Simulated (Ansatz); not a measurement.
The cluster Na6Pt⁻. The state is a doublet with charge -1. Geometry PBE0-D4/def2-SVPD, basis def2-TZVPD, Ansatz.

```
atom   x (Å)   y (Å)   z (Å)
 Pt1  -1.174   0.724   1.386
 Na2  -1.741  -0.143  -1.193
 Na3  -1.109  -2.011   1.717
 Na4  -0.258   2.850  -0.108
 Na5   1.057  -2.563  -0.955
 Na6   1.667   0.897  -2.252
 Na7   1.559   0.246   1.406
```

| run | HOMO (eV) | LUMO (eV) |
| --- | --- | --- |
| A | 0.18 | 0.57 |
| B | 0.05 | 0.80 |
| C | -0.38 | 1.44 |
| D | -0.68 | 1.56 |
| E | -0.22 | 1.01 |

In the def2 sets Pt takes a core potential; there is no spin–orbit coupling. No other spin state of charge -1 was run. Another isomer (doublet) lies 0.42 eV lower at PBE0-D4/def2-TZVPD; other spin states weren't run for this one.

HOMO and LUMO are taken over both spins.

**Question.** The runs used BHLYP, CAM-B3LYP, PBE, PBE0, r2SCAN. Estimate which is which.

**Answer.** A PBE (0 % exact exchange); B r2SCAN (0 % exact exchange); C BHLYP (50 % exact exchange); D CAM-B3LYP (range-separated); E PBE0 (25 % exact exchange). Exact exchange lowers occupied and raises empty levels; among semilocal functionals meta-GGAs tend to open the gap a little, and such runs are hard to tell apart. The gap grows from 0.39 eV (PBE) to 2.24 eV (CAM-B3LYP). At PBE-D4/def2-TZVPD, r2SCAN-D4/def2-TZVPD the highest occupied level of the charge -1 doublet lies above zero (up to 0.18 eV). It is a level of α spin, whose loss leaves a singlet; that state wasn't run at this geometry and level. The electron is either unbound and held by the finite basis, or the level is raised by self-interaction error. At r2SCAN-D4/def2-TZVPD the charge -1 doublet is spin-contaminated (final ⟨S²⟩ up to 0.95, 0.75 for a pure state).
